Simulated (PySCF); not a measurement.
iodine (I2), SMILES II.

Geometry: B3LYP-D3(BJ)/def2-TZVP. The def2 effective core potentials stand for the cores of I; spin–orbit coupling is left out.

Two levels are set side by side: PBE/def2-TZVPD (PySCF) and ωB97X/def2-TZVPD (PySCF). Same geometry, gas phase. Differences are taken from unrounded values.

| quantity | PBE |
|---|---|
| orbital gap (eV) | 1.75 |
| highest occupied level (eV) | -6.29 |
| lowest empty level (eV) | -4.54 |
| mean polarisability (bohr³) | 73.2 |

### Question
These are the PBE values. What does ωB97X give? (Estimate from the structure and the level; the computed values follow.)

### Answer

```tsv
quantity	ωB97X	PBE minus ωB97X
orbital gap (eV)	7.81	-6.06
highest occupied level (eV)	-9.55	3.27
lowest empty level (eV)	-1.74	-2.80
mean polarisability (bohr³)	72.3	1.0
```

Without exact exchange PBE keeps part of each electron's self-repulsion, which lifts occupied levels and narrows the gap. Differences between two approximate levels are no errors against the true value.

Rough cost on one machine, each run with all the roots and properties that it gave: ωB97X against PBE within a factor of 2.
